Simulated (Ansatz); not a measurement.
Pb₂O₄. The state is a singlet with charge 0. Geometry PBE-D4/def2-SVP; atoms count from 1.

```xyz
6

Pb    0.1121   -1.2282    1.0986
Pb   -0.1121    1.2282   -1.0987
O    -1.3430    0.6031    0.8119
O     1.5994    0.4189    0.3057
O     1.3430   -0.6031   -0.8119
O    -1.5994   -0.4189   -0.3057
```

In the def2 sets Pb takes a core potential; there is no spin–orbit coupling. The structure holds 2 bonds between oxygen atoms, so isomers without such links may lie far lower. The restricted singlet is unstable towards broken spin symmetry in Hartree–Fock (as tested in another run); at PBE0-D4/def2-TZVP this wasn't settled. Another isomer (triplet) lies 0.98 eV lower at PBE0-D4/def2-TZVP; other spin states weren't run for this one.

Question: Estimate the Mulliken populations from the PBE0/def2-TZVP orbitals of Ansatz.

Answer: 
```
atom  charge (e)
 Pb1        0.93
 Pb2        0.93
  O3       -0.46
  O4       -0.46
  O5       -0.46
  O6       -0.46
```
Mulliken values and Mayer orders depend strongly on the basis.

Question: And the Mayer bond orders between bonded heavy atoms (over 0.3)?

Answer: Pb1–O3 0.43 (2.36 Å); Pb1–O4 0.43 (2.36 Å); Pb1–O5 0.42 (2.36 Å); Pb1–O6 0.42 (2.36 Å); Pb2–O3 0.42 (2.36 Å); Pb2–O4 0.42 (2.36 Å); Pb2–O5 0.43 (2.36 Å); Pb2–O6 0.42 (2.36 Å); O3–O6 0.83 (1.54 Å); O4–O5 0.83 (1.54 Å).
